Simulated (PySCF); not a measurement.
# From computed data to an observable: chemical shift, span and skew from a shielding tensor

Al(Me)3(OH2) (C3H11AlO), SMILES [CH3][Al]([CH3])([CH3])<-[OH2] (connectivity only; charge and spin as stated), neutral, multiplicity 1. Atoms are numbered in the order given.

```xyz
16

Al     0.1279     0.2222     0.0000
C     -0.7276     0.8028     1.6957
H     -0.4466     1.8459     1.9310
H     -0.4136     0.2057     2.5724
H     -1.8330     0.7878     1.6630
C      2.0776    -0.0796     0.0000
H      2.4220    -0.6360     0.8898
H      2.6253     0.8808     0.0000
H      2.4220    -0.6360    -0.8898
C     -0.7276     0.8028    -1.6957
H     -1.8330     0.7878    -1.6630
H     -0.4136     0.2057    -2.5724
H     -0.4466     1.8459    -1.9310
O     -0.6368    -1.7010     0.0000
H     -1.1929    -1.8620    -0.7780
H     -1.1929    -1.8620     0.7780
```
Charge 0, spin multiplicity 1.

Coordinates come from a B3LYP-D3(BJ)/def2-SVP optimisation. The isomer is the one that the SMILES or the coordinates give; other isomers of the formula were not compared. One conformer was computed; it need not be the lowest.

GIAO shieldings from PySCF with HF/pcSseg-1, non-relativistic, no solvent. The symmetric part of the tensor of C2 has the principal values 197.7, 199.2, 203.1 ppm. The same nucleus in TMS has σ = 192.6 ppm at this level (PySCF, at its B3LYP-D3(BJ)/def2-TZVP geometry).

Q: Work out the isotropic shielding, the ¹³C shift against TMS, the span and the skew.

A: 
σ(iso) = (σ11 + σ22 + σ33)/3 = 200.0 ppm. δ = σ(ref) − σ(iso) = 192.6 − (200.0) = -7.4 ppm.
Span Ω = σ33 − σ11 = 5.4 ppm. Skew κ = 3(σ(iso) − σ22)/Ω = 0.44. Tumbling in solution averages the tensor to δ; in a static solid the shielding alone would spread this spin-1/2 line over Ω.
